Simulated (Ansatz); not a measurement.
Energy profile

The step: CH₃FZn ([CH3][Zn][F]) + H₂ → CH₄Zn ([CH3][ZnH]) + HF; bonds formed: Zn1–H5, F2–H4; bonds broken: Zn1–F2, H4–H5 (atoms numbered as in the saddle structure below).

```xyz
8
angstrom
Zn 0.0107 -0.0499 -0.4909
F -1.4121 0.0113 -1.9431
C 0.2111 0.1101 1.4254
H -0.2632 -0.1870 -2.2826
H 0.7055 -0.3091 -2.1102
H -0.7602 0.2982 1.8854
H 0.8821 0.9347 1.6720
H 0.6260 -0.8084 1.8441
```

Electronic energies by CCSD(T) at an estimated basis limit (MP2 extrapolated from triple and quadruple zeta, plus CCSD(T) − MP2 in triple zeta), on PBE0-D4/def2-TZVP structures; CH5FZn, singlet; no counterpoise correction. Program: Ansatz 0.2.0. Basis: def2-TZVPP and def2-QZVPP. Cores are frozen in the correlated methods. The 3s and 3p shells of Cu and Zn are frozen; filled d shells are correlated. Extrapolation: Hartree–Fock as exp(−7.88 √X), correlation as X^−2.97.

Question: Give the profile in kJ/mol, counted from the separated reactants. (To be estimated.)

Answer: The calculation gives:
| point | kJ/mol |
| --- | --- |
| separated: CH3FZn (linked as [CH3][Zn][F]; Zn1, F2, C3, H6, H7, H8; singlet) + H2 (H4, H5; singlet) | 0.0 |
| start structure | -4.2 |
| saddle | 108.4 |
| end structure | 54.9 |
| separated: CH4Zn (linked as [CH3][ZnH]; Zn1, C3, H5, H6, H7, H8; singlet) + HF (F2, H4; singlet) | 73.8 |

T1 diagnostic: at most 0.016.

For scale, one of the runs: CCSD(T)/def2-TZVPP, 196 basis functions, launched by `ansatz run in.yaml --threads 4 --pin off --events-out ev --progress --plain --max-ram 9574MiB`. Time: 64 s of wall clock on 4 CPU threads of an Intel Xeon; the host was shared. Peak host memory: 2.3 GiB.
